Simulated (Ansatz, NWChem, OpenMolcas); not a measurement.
Worked example: vertical energy of the triplet above the singlet of TiO2 (titanium dioxide)

TiO2 has 3 atoms, charge 0, and is taken as a singlet. As SMILES, `[O]=[Ti]=[O]`. The coordinates come from a PBE0-D4/def2-TZVP relaxation.

```xyz
3

O     0.9210    0.9288    0.4446
Ti    0.1350   -0.4920    0.3316
O    -1.0561   -0.4368   -0.7762
```

Both states at this one shape; open shells run unrestricted unless said. 1 Eh = 27.2114 eV.

```
                       level     program  singlet TiO2 (Eh)  triplet TiO2 (Eh)
          revPBE/aug-cc-pVDZ      Ansatz        -999.883729        -999.793510
B3PW91/x2c-SVPall-2c (sfX2C)      NWChem       -1004.105423       -1004.000626
           B3LYP/aug-cc-pVDZ  OpenMolcas       -1000.011663        -999.926073
revPBE0-D3(BJ)-ATM/def2-TZVP      Ansatz        -999.826267        -999.741348
```

Work out the vertical gap, second state less first, at each level.


1. revPBE/aug-cc-pVDZ: -999.793510 − (-999.883729) = 0.090219 Eh = 2.45 eV.
2. B3PW91/x2c-SVPall-2c (sfX2C): -1004.000626 − (-1004.105423) = 0.104797 Eh = 2.85 eV.
3. B3LYP/aug-cc-pVDZ: -999.926073 − (-1000.011663) = 0.085590 Eh = 2.33 eV.
4. revPBE0-D3(BJ)-ATM/def2-TZVP: -999.741348 − (-999.826267) = 0.084919 Eh = 2.31 eV.

No measured value is set beside it here; the levels span 2.31 to 2.85 eV.
